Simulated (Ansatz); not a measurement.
**Question.** Name a neutral molecule of B, C and H with LUMO energy (B3LYP/def2-TZVPP) between -2.10 and -1.80 eV and HOMO–LUMO gap (ωB97M-V/def2-TZVPP) between 9.65 and 9.95 eV (Ansatz, PBE0-D4/def2-TZVP geometry).

**Answer.** `B/C(C)=C/C` (-1.92 eV, 9.94 eV); `C=C1CB1C` (-1.93 eV, 9.79 eV). Other molecules can fit too; these were computed, each in one conformer that needn't be the lowest.

B3LYP here is the variant with VWN-RPA as its local correlation; programs differ in this.
